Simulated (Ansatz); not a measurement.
# Molecular dynamics of Ba16O

Input:

```yaml
crystal:
  lattice:
    - [10.04, 0.0, 0.0]
    - [0.0, 10.04, 0.0]
    - [0.0, 0.0, 10.04]
  atoms:
    - { symbol: Ba, position: [0.02390652, -0.03552568, -0.01270318] }
    - { symbol: Ba, position: [0.57561448, -0.02590242, 0.03455995] }
    - { symbol: Ba, position: [0.02597462, 0.47977839, 0.02191707] }
    - { symbol: Ba, position: [0.03559996, -0.01945523, 0.51076681] }
    - { symbol: Ba, position: [0.24933277, 0.23437158, 0.22559584] }
    - { symbol: Ba, position: [0.55811234, 0.49709886, 0.02232423] }
    - { symbol: Ba, position: [0.53665449, -0.02112664, 0.44176595] }
    - { symbol: Ba, position: [0.82144626, 0.21530426, 0.29406833] }
    - { symbol: Ba, position: [0.04596503, 0.43045715, 0.51456108] }
    - { symbol: Ba, position: [0.2398709, 0.76149355, 0.23992202] }
    - { symbol: Ba, position: [0.34558735, 0.21200023, 0.75424654] }
    - { symbol: Ba, position: [0.51781483, 0.48411738, 0.45822305] }
    - { symbol: Ba, position: [0.79662483, 0.72352996, 0.2757391] }
    - { symbol: Ba, position: [0.74482804, 0.20071595, 0.77395322] }
    - { symbol: Ba, position: [0.29813063, 0.72892819, 0.77442332] }
    - { symbol: Ba, position: [0.75463016, 0.72615316, 0.74159079] }
    - { symbol: O, position: [0.02336998, 0.29441339, 0.20079646] }
basis:
  ecutwfc: 420.0
kpoints:
  mp_grid: { grid: [1, 1, 1] }
hamiltonian:
  xc: pbe
scf:
  occupations: { method: fermi_dirac, width: 0.15 }
  lower_state_search: "off"
md:
  timestep: 1
  n_steps: 300
  ensemble: nvt_nose_hoover
  temperature: 1260.0
  initial_velocities: maxwell_boltzmann
  seed: 728183
  nose_hoover: { tau: 200.0, chain_length: 3 }
```

Command:

```bash
$ ansatz run input.yaml --threads 2 --pin off --max-ram 5120MiB --backend cpu --events-out ev --progress --plain --runs-dir out
```

It goes on from the last frame of an earlier run, with new velocities.

Output, in part (step lines):

```
md step     0: t =     0.00 fs  T =  1260.0 K  F+E_penalty+E_count = -95764.82297503 eV  E_kin = 2.605882 eV  conserved = -95762.21709346 eV  (10 SCF iters)
md step     1: t =     1.00 fs  T =  1251.9 K  F+E_penalty+E_count = -95764.80625275 eV  E_kin = 2.589153 eV  conserved = -95762.21709995 eV  (8 SCF iters)
md step     2: t =     2.00 fs  T =  1242.3 K  F+E_penalty+E_count = -95764.78645056 eV  E_kin = 2.569348 eV  conserved = -95762.21710315 eV  (8 SCF iters)
md step     3: t =     3.00 fs  T =  1231.3 K  F+E_penalty+E_count = -95764.76357960 eV  E_kin = 2.546481 eV  conserved = -95762.21710225 eV  (8 SCF iters)
md step     4: t =     4.00 fs  T =  1218.8 K  F+E_penalty+E_count = -95764.73771847 eV  E_kin = 2.520631 eV  conserved = -95762.21709671 eV  (8 SCF iters)
md step     5: t =     5.00 fs  T =  1204.9 K  F+E_penalty+E_count = -95764.70902202 eV  E_kin = 2.491956 eV  conserved = -95762.21708466 eV  (3 SCF iters)
md step     6: t =     6.00 fs  T =  1189.8 K  F+E_penalty+E_count = -95764.67772897 eV  E_kin = 2.460697 eV  conserved = -95762.21706648 eV  (3 SCF iters)
md step     7: t =     7.00 fs  T =  1173.6 K  F+E_penalty+E_count = -95764.64416810 eV  E_kin = 2.427181 eV  conserved = -95762.21704302 eV  (3 SCF iters)
[... lines left out ...]
md step   300: t =   300.00 fs  T =  1869.2 K  F+E_penalty+E_count = -95764.92095088 eV  E_kin = 3.865871 eV  conserved = -95762.21698145 eV  (8 SCF iters)
```

The steps, from the saved trajectory:

```csv
time (fs),T (K),potential energy less start (eV),conserved less start (meV/atom)
0,1260,0.000,0.00
10,1121,0.288,0.01
20,995,0.551,0.03
30,1043,0.455,0.00
40,1045,0.455,0.00
50,942,0.674,0.02
60,897,0.778,0.01
70,891,0.801,0.01
80,842,0.916,0.02
90,831,0.956,0.02
100,865,0.906,0.01
110,865,0.930,0.01
120,843,1.002,0.02
130,874,0.968,0.02
140,946,0.856,0.01
150,1000,0.787,0.01
160,1033,0.766,0.01
170,1059,0.763,0.01
180,1084,0.767,0.02
190,1114,0.764,0.02
200,1163,0.724,0.02
210,1247,0.616,0.02
220,1373,0.429,0.02
230,1520,0.201,0.01
240,1623,0.067,0.00
250,1601,0.186,0.01
260,1585,0.285,0.02
270,1690,0.129,0.01
280,1774,0.010,0.02
290,1862,-0.122,0.01
300,1869,-0.098,0.01
```

The run went to its last step. The conserved energy stayed within 0.028 meV per atom of its start (net change 0.0066 meV per atom), so the integration is sound. The mean temperature of the second half is 12 % above the set value. A run of 0.3 ps of so small a system gives no equilibrium averages. Limits of this set-up: coarse k mesh, a small cell, in which the defect meets its images.

Mean squared displacements from the first frame to the last, about the centre of mass: Ba 0.56 Å², O 1.21 Å².

Last frame:

```xyz
17
Lattice="10.0400 0.0000 0.0000 0.0000 10.0400 0.0000 0.0000 0.0000 10.0400" Properties=species:S:1:pos:R:3
Ba 0.355 -0.480 0.142
Ba 5.206 -0.214 0.009
Ba 0.304 4.550 0.208
Ba 0.831 -0.509 5.127
Ba 2.390 2.221 2.885
Ba 5.162 4.357 -0.061
Ba 5.191 -0.046 5.619
Ba 8.110 2.364 2.329
Ba 0.458 4.931 4.596
Ba 3.277 7.191 2.508
Ba 2.517 2.505 7.655
Ba 5.360 4.442 5.357
Ba 7.755 7.650 2.577
Ba 8.049 2.591 7.263
Ba 3.044 7.330 7.467
Ba 7.925 7.149 7.213
O 0.480 3.899 2.522
```

Time of the run: 9.8 min on 2 threads of Intel(R) Xeon(R) Platinum 8488C (Sapphire Rapids) (shared host), peak memory 0.92 GiB.
